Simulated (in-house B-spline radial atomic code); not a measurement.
Results of a calculation; reference values are marked as such.
**Tc in an electron gas of r_s = 2.2: phase shifts, screening, friction and resistivity**

A nucleus sits in a uniform electron gas with a rigid positive background. The Kohn-Sham equations are solved self-consistently in the spin-unpolarised LDA (PW92), non-relativistic, on B-splines with outgoing waves at the boundary and partial waves to l = 8. The model has no lattice, no bands and no magnetic solution. Atomic units; δ_l are the phase shifts at the Fermi level, counted so that each bound state adds π, and good to about 0.0005.

The density parameter is r_s = 2.2 bohr, near that of the valence electrons of Ga (3 per atom, density 5.91 g/cm³, mass 69.72 u, which gives r_s = 2.19).

| l | δ_l (rad) |
| --- | --- |
| 0 | 11.9440 |
| 1 | 9.2857 |
| 2 | 5.4916 |
| 3 | 0.0299 |
| 4 | 0.0062 |
| 5 | 0.0007 |
| 6 | -0.0001 |
| 7 | -0.0004 |
| 8 | -0.0003 |

Bound levels below the band bottom (hartree): s -17.43, p -14.34, d -8.63, s -1.893, p -1.001 and deeper ones.

(1) Check the Friedel sum rule, and say where the screening charge sits.

(2) Find the transport cross section and the electronic stopping of a 1 keV Tc ion (mass 97.91 u).

(3) What residual resistivity would 1 atomic per cent of such centres give in Ga?

(4) On a substitutional site the background of one host ion, a sphere holding 3 charges, is taken out. The phase shifts for l = 0 to 4 become 11.5578, 8.9397, 4.9874, -0.0495, -0.0120. What follows?

## Answers

(1) k_F = (9π/4)^(1/3)/r_s = 0.87234. The rule is Z = (2/π) Σ (2l + 1) δ_l. The terms are s 7.604, p 17.734, d 17.480, f 0.133 and 0.033 beyond, in all 42.984 against Z = 43. Bound states hold 8 s, 18 p, 10 d electrons, so the scattering states carry 6.98 in all; where a term is smaller than its bound count, the bound level has drawn weight out of the band.

(2) σ_tr = (4π/k_F²) Σ (l + 1) sin²(δ_l − δ_(l+1)). The terms for l = 0 to 3 are 0.2159, 0.7373, 1.6082, 0.0022, all together 2.5638, so σ_tr = 16.513 × 2.5638 = 42.338 bohr². With n = 3/(4π r_s³) = 0.02242, the friction coefficient is Q = n k_F σ_tr = 0.8281. For v well below v_F = 0.872, dE/dx = Q v; with 24801 eV per u at v = 1, v = √(1000/(24801 × 97.91)) = 0.0203, so dE/dx = 0.01680 hartree/bohr = 8.64 eV/nm. The largest term couples the d and f waves.

(3) Δρ = k_F n_i σ_tr/n in atomic units of 21.74 μΩ·cm. With one host atom per 3 electrons, n_i/n = 0.01/3, so Δρ = 0.8723 × 0.00333 × 42.338 × 21.74 = 2.68 μΩ·cm. This is an atom added to the gas, as on an interstitial site.

(4) The Friedel sum is now 39.99, for Z − 3 = 40. The sum in σ_tr is 4.0016, so σ_tr = 66.08 bohr² and Δρ = 4.18 μΩ·cm per atomic per cent, 1.56 times the value above. A real host ion scatters too, so this model doesn't give zero even for the host's own atom.
